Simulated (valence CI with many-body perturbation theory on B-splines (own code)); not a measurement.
The numbers below are computed, except where a source is named.
## Xe XXIII: what the settings do

Level of theory: valence CI with perturbative core correlation (CI+MBPT): four valence electrons over a frozen Dirac-Fock core [Ar] 3d10, radial functions for each j: 6 s, 6 p, 5 d, 3 f, 1 g, with the one-electron correlation potential Σ1 (screened to all orders), the two-electron term Σ2, the three-electron term Σ3, Breit, model QED; selected single and double excitations, second order for the rest, scaled by the run's own slope (own B-spline code, finite nucleus).

No measured levels were compared; by estimate levels hold to about 250 cm⁻¹ or 0.2 % of their energy and the worst to 1 %, as in measured heavy ions of charge 2 to 7; those with d or f electrons hold less well.

The reference run has the lowest level (4s^2 4p1/2^2) J=0 and an ionisation energy of 701.353 eV. Its largest variational space holds 10014 state functions.

Levels are named by their leading jj configuration (3d3/2^4 stands for four electrons in 3d with j = 3/2), which in mixed levels can hold well under half, so a name can repeat and another be missing. Letters in brackets count levels of one name in rising energy.

Changed runs:
A. Davidson tolerance 2e-05 → 0.001
B. logarithmic knot step 0.27 → 0.33; scale of Σ1 1 → 0; scale of Σ2 1 → 0; three-electron term on → off
C. correlating orbitals by l 3 3 3 2 1 → 4 4 0 0 0
D. correlating orbitals by l 3 3 3 2 1 → 0 0 0 0 0 (bad on purpose)

Excitation energies of the reference run in cm⁻¹, and shifts in cm⁻¹:

```csv
Level,Reference,A,B,C,D
(4s^2 4p1/2 4p3/2) J=1,113512,0,-1633,-232,-288
(4s^2 4p1/2 4p3/2) J=2,133431,0,-1289,+110,+95
(4s^2 4p3/2^2) J=2,262242,0,-2671,+47,+23
(4s^2 4p3/2^2) J=0,309656,0,-1630,+597,+732
(4s 4p1/2^2 4p3/2) J=2,504977,0,-4374,-666,-854
(4s 4p1/2^2 4p3/2) J=1,577975,0,-1278,+95,+51
(4s 4p1/2 4p3/2^2) J=2 [a],620795,0,-4541,-403,-559
(4s 4p1/2 4p3/2^2) J=3,654632,0,-4155,-181,-311
(4s 4p1/2 4p3/2^2) J=0,696181,0,-2739,+248,+262
(4s 4p1/2 4p3/2^2) J=1 [a],711411,0,-2025,+163,+146
(4s 4p1/2 4p3/2^2) J=2 [b],715985,0,-1807,+53,-17
(4s 4p1/2 4p3/2^2) J=1 [b],759237,0,+5042,+616,+715
Ionisation energy (eV),701.353,0,-1.298,-0.107,-0.113
```

No effect on these energies: A.
